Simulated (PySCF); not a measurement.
From results back to the method.

Compound: C₄H₇BO.
SMILES: `B(C#C)COC`

The closed-shell ground state was solved 7 times with PySCF (density fitting, gas phase), always in the pcSseg-1 basis (137 functions), with these functionals: B3LYP, BHandHLYP, BP86, HF, LC-wPBE, PBE0 and wB97X-D. One conformer (not necessarily the lowest) at the PBE0-D3(BJ)/def2-SVP geometry, without solvent, vibrations or thermal averaging.

| row | total energy (Eh) | HOMO (eV) | LUMO (eV) | dipole (D) |
| --- | --- | --- | --- | --- |
| P | -256.5869 | -5.95 | -3.01 | 1.90 |
| Q | -256.6058 | -7.17 | -2.19 | 1.93 |
| R | -256.4386 | -8.94 | -0.91 | 2.00 |
| S | -256.2753 | -7.42 | -2.00 | 1.97 |
| T | -256.5019 | -9.34 | -0.14 | 1.96 |
| U | -256.4105 | -10.16 | 0.27 | 2.00 |
| V | -254.9688 | -10.74 | 1.72 | 2.05 |

**Question.** Which functional belongs to which row?

**Answer.** P = BP86, Q = B3LYP, R = BHandHLYP, S = PBE0, T = wB97X-D, U = LC-wPBE, V = HF. By rising HOMO–LUMO gap: BP86 (GGA) 2.94 eV; B3LYP (global hybrid, 20 % exact exchange) 4.98 eV; PBE0 (global hybrid, 25 % exact exchange) 5.42 eV; BHandHLYP (global hybrid, 50 % exact exchange) 8.03 eV; wB97X-D (range-separated hybrid) 9.20 eV; LC-wPBE (range-separated hybrid) 10.43 eV; HF (all exact exchange) 12.46 eV. Total energies of different functionals aren't bounds to one another; each is stationary for its own functional.

Conformer computed: `[CH:1]#[C:2][BH:3][CH2:4][O:5][CH3:6]`: C2–B3–C4–O5 178°, B3–C4–O5–C6 179°.

Note: wB97X-D ran without an empirical dispersion term, which enters the total energy and its gradient alone.
